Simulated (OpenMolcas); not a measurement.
**3d4 along the 22-electron sequence**

- Program: OpenMolcas
- Method: RASSCF
- Basis: ANO-RCC-VTZP
- Scalar Hamiltonian: DKH2, point nucleus
- Spin-orbit coupling: RASSI with atomic mean-field integrals over the reference wave functions, term energies averaged over their components

Active space for each ion: 10 electrons in 8 orbitals (RAS1 3p, at most 2 holes; RAS2 3d).

Computed levels in cm-1 above 5D0:

```json
{"Level": "5D1", "Cr2+": "68.5", "Mn3+": "106", "Fe4+": "158", "Ni6+": "300", "Cu7+": "405"}
{"Level": "5D2", "Cr2+": "203", "Mn3+": "312", "Fe4+": "464", "Ni6+": "868", "Cu7+": "1157"}
{"Level": "5D3", "Cr2+": "399", "Mn3+": "610", "Fe4+": "900", "Ni6+": "1658", "Cu7+": "2188"}
{"Level": "5D4", "Cr2+": "650", "Mn3+": "989", "Fe4+": "1448", "Ni6+": "2627", "Cu7+": "3434"}
{"Level": "3P0(1)", "Cr2+": "18826", "Mn3+": "21994", "Fe4+": "25103", "Ni6+": "30784", "Cu7+": "33412"}
{"Level": "3P1(1)", "Cr2+": "19231", "Mn3+": "22619", "Fe4+": "26037", "Ni6+": "32535", "Cu7+": "35736"}
{"Level": "3P2(1)", "Cr2+": "19965", "Mn3+": "23728", "Fe4+": "27646", "Ni6+": "35390", "Cu7+": "39413"}
{"Level": "3H4", "Cr2+": "21769", "Mn3+": "25430", "Fe4+": "28997", "Ni6+": "35603", "Cu7+": "38751"}
{"Level": "3F2(1)", "Cr2+": "21911", "Mn3+": "25750", "Fe4+": "29590", "Ni6+": "36883", "Cu7+": "40481"}
{"Level": "weight of 5D in the lowest level (%)", "Cr2+": "100", "Mn3+": "100", "Fe4+": "100", "Ni6+": "99", "Cu7+": "99"}
```

Measured, with the error of the calculation in %. Measured levels: Cr2+ from Sugar and Corliss, J. Phys. Chem. Ref. Data 6, 317 (1977); Mn3+ from Corliss and Sugar, J. Phys. Chem. Ref. Data 6, 1253 (1977); Fe4+ from Corliss and Sugar, J. Phys. Chem. Ref. Data 11, 135 (1982); Ni6+ from Corliss and Sugar, J. Phys. Chem. Ref. Data 10, 197 (1981).

| Level | Cr2+ | Mn3+ | Fe4+ | Ni6+ |
| --- | --- | --- | --- | --- |
| 5D1 | 62.2 (+10.1) | 99.0 (+6.9) | 142 (+11.4) | 279 (+7.7) |
| 5D2 | 183 (+10.7) | 287 (+8.8) | 417 (+11.2) | 804 (+8.0) |
| 5D3 | 357 (+11.8) | 552 (+10.4) | 803 (+12.1) | 1520 (+9.1) |
| 5D4 | 576 (+12.9) | 886 (+11.6) | 1283 (+12.9) | 2392 (+9.8) |
| 3P0(1) | 16771 (+12.3) | 20654 (+6.5) | 24055 (+4.4) | 30077 (+2.4) |
| 3P1(1) | 17169 (+12.0) | 21279 (+6.3) | 24973 (+4.3) | 31836 (+2.2) |
| 3P2(1) | 17851 (+11.8) | 22325 (+6.3) | 26468 (+4.4) | 34555 (+2.4) |
| 3H4 | 17274 (+26.0) | 21281 (+19.5) | 24932 (+16.3) | 31672 (+12.4) |
| 3F2(1) | 18452 (+18.7) | 22791 (+13.0) | 26761 (+10.6) | 34247 (+7.7) |

The fine-structure level 5D4 changes by a factor of 5.28 from Cr2+ to Cu7+. Its fourth root runs 5.05, 5.61, 6.17, 7.16, 7.66, with steps per unit of Z of 0.56, 0.56, 0.50, 0.50; equal steps would mean a (Z - σ)^4 law with constant σ.

3P0(1) changes by a factor of 1.77 over the same range, with steps per unit of Z of +3170, +3110, +2840, +2630 cm-1.

Without dynamic correlation excited terms often stand tens of per cent too high (terms of higher spin than the ground term too low), and those without a measured partner can miss by more than the paired ones. Active for correlation alone: 3p; no level in the range computed is led by a configuration that opens it, so any true level of that kind is missing. Computed and measured levels are paired by configuration, term and J; levels that our copy of the source lacks, or whose pairing is in doubt (as where it misses far off the trend of its configuration), stay unpaired and out of the deviations. Levels of configurations outside the active space are missing.

A number in round brackets counts repeated terms of one configuration in the order of the reference energies.
